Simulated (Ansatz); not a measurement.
La₃⁺ was relaxed with PBE-D4 (def2-TZVP) in Ansatz in these states: charge +1 quintet, charge +1 triplet. The geometries follow in no particular order.

In the def2 sets La takes a core potential; there is no spin–orbit coupling.

A:

```xyz
3

La    0.1440   -1.9050   -0.0630
La   -0.1389    0.8930    1.6844
La   -0.0050    1.0121   -1.6214
```

B:

```xyz
3

La   -0.0703   -1.7246   -1.0034
La    1.6832    0.9638    0.4728
La   -1.6129    0.7608    0.5306
```

Question: Judge from the bond lengths which geometry belongs to which state (an estimate).

Answer: A is the charge +1 triplet (La1–La2 3.311 Å, La2–La3 3.311 Å, La1–La3 3.311 Å); B is the charge +1 quintet (La1–La2 3.533 Å, La2–La3 3.303 Å, La1–La3 3.303 Å).

At PBE-D4/def2-TZVP the charge 1 triplet is spin-contaminated (final ⟨S²⟩ up to 2.13, 2.00 for a pure state). At PBE-D4/def2-TZVP the charge 1 quintet is spin-contaminated (final ⟨S²⟩ up to 6.30, 6.00 for a pure state). These are the stationary points nearest to one start from a short search; other shapes may lie lower in each state.
